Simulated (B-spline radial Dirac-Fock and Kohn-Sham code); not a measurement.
The computed values come from a radial B-spline solver: Dirac-Fock orbitals of the configuration average with a finite nucleus.

**Question.** This computed X-ray form factor belongs to an atom or ion in its tabulated ground configuration. Which?

| sin θ/λ (Å⁻¹) | f₀ |
| --- | --- |
| 0.1 | 4.998 |
| 0.25 | 4.987 |
| 0.35 | 4.976 |
| 0.4 | 4.968 |
| 0.45 | 4.960 |
| 0.9 | 4.842 |
| 3 | 3.623 |
| 5 | 2.419 |
| 6 | 2.018 |

**Answer.** Gd⁵⁹⁺, with 5 electrons in [He] 2s2 2p1. f₀ tends to the number of electrons as s goes to zero, which the first rows give only roughly, and the rate of fall reflects the nuclear charge, 64.

**Question.** This computed X-ray form factor belongs to an atom or ion in its tabulated ground configuration. Which?

```tsv
sin θ/λ (Å⁻¹)	f₀
0.1	16.934
0.3	16.422
0.4	15.994
0.45	15.744
0.5	15.472
1.1	11.400
1.2	10.730
3.5	4.280
6	1.782
```

**Answer.** In³²⁺, with 17 electrons in [Ne] 3s2 3p5. f₀ tends to the number of electrons as s goes to zero, which the first rows give only roughly, and the rate of fall reflects the nuclear charge, 49.

**Question.** This computed X-ray form factor belongs to an atom or ion in its tabulated ground configuration. Which?

```
sin θ/λ (Å⁻¹)      f₀
         0.15  11.979
         0.35  11.888
          0.4  11.855
          0.5  11.775
          0.7  11.568
          0.8  11.442
          0.9  11.304
          1.2  10.823
          1.6  10.078
```

**Answer.** W⁶²⁺, with 12 electrons in [Ne] 3s2. f₀ tends to the number of electrons as s goes to zero, which the first rows give only roughly, and the rate of fall reflects the nuclear charge, 74.

**Question.** This computed X-ray form factor belongs to an atom or ion in its tabulated ground configuration. Which?

```
sin θ/λ (Å⁻¹)      f₀
          0.6  44.675
          0.9  33.685
          1.1  28.211
          1.6  19.092
          1.8  17.013
            3  10.689
            4   7.142
            5   5.350
            6   4.505
```

**Answer.** Bi²⁺, with 81 electrons in [Xe] 4f14 5d10 6s2 6p1. f₀ tends to the number of electrons as s goes to zero, which the first rows give only roughly, and the rate of fall reflects the nuclear charge, 83.

**Question.** This computed X-ray form factor belongs to an atom or ion in its tabulated ground configuration. Which?

| sin θ/λ (Å⁻¹) | f₀ |
| --- | --- |
| 0.3 | 26.187 |
| 0.6 | 23.942 |
| 0.8 | 21.891 |
| 1.2 | 17.283 |
| 1.8 | 11.278 |
| 3 | 5.948 |
| 3.5 | 5.152 |
| 4 | 4.558 |
| 6 | 2.652 |

**Answer.** Nd³³⁺, with 27 electrons in [Ar] 3d9. f₀ tends to the number of electrons as s goes to zero, which the first rows give only roughly, and the rate of fall reflects the nuclear charge, 60.
